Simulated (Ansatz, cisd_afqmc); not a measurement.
Species: Br, charge 1, triplet.

Total energies in aug-cc-pVTZ, 6 correlated electrons, 14 frozen orbitals. UHF or UKS for unpaired electrons; spin-orbit terms are left out. Cores are frozen in correlated methods (noble-gas shells, and filled d and f shells in the p block). No relativity. The Monte Carlo rows (phaseless AFQMC, CISD trial, step 0.005/hartree) carry one-sigma bars that omit the constraint's bias. Outlying blocks are dropped, and bars are widened where a walk drifts. Over all cases where full CI ran beside it in this data, AFQMC minus full CI had a median of +0.1 mEh and passed +0.4 mEh in a tenth of the cases. Spin-orbit terms, left out, reach several kcal/mol for Br and I, and more for heavier atoms.

```tsv
method	program	energy (Eh)	minus CCSDTQ (mEh)
HF	Ansatz	-2572.05025	128.83
MP2	Ansatz	-2572.15542	23.67
CCSD	Ansatz	-2572.17501	4.07
CCSD(T)	Ansatz	-2572.17844	0.64
CCSDT(Q)	Ansatz	-2572.17908	0.01
CCSDTQ	Ansatz	-2572.17909	0.00
AFQMC/CISD	cisd_afqmc	-2572.1789 ± 0.0001	0.2 ± 0.1
```

Ansatz is an electronic-structure program.
